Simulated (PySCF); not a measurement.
Gas-phase reaction: 2 GeH3Cl = 2 GeH2 + 2 Cl + H2

Energies from PySCF, thermal terms from the rigid-rotor harmonic-oscillator model, ideal gas at 1 bar. † marks an energy on the PBE0/def2-TZVP geometry and frequencies. CCSD(T) freezes the core. Open shells (unrestricted): Cl (multiplicity 2, electronic degeneracy 6); the rest are closed-shell singlets. Spin-orbit splitting is ignored; it lowers the true energy and changes the entropy of Cl. Ge: all electrons, no relativistic terms. GeH2: computed as isolated molecules; such fragments, hydroxides, amides, oligomers or adducts are transient or little studied in the gas. CCSD(T) isn't extrapolated to the basis-set limit; its ΔH°(298 K) is 822.5 kJ in def2-SVP and 876.0 kJ in def2-TZVPP. The harmonic model lacks anharmonicity and excited electronic states, which grow with temperature; levels with a mode under 35 cm⁻¹ are left out.

```csv
level,"ΔE electronic, kJ","ΔH°(298 K), kJ","ΔS°(298 K), J/K","ΔG°(800 K), kJ"
BLYP/def2-TZVP†,818,790,380,481
CCSD(T)/def2-TZVPP†,904,876,380,567
PBE/def2-TZVP†,911,883,380,574
PBE0/def2-QZVP†,924,896,380,588
PBE0/def2-SVP†,925,898,380,589
```
ΔH° is lowest at BLYP/def2-TZVP† and highest at PBE0/def2-SVP†. No reference value is set beside these.
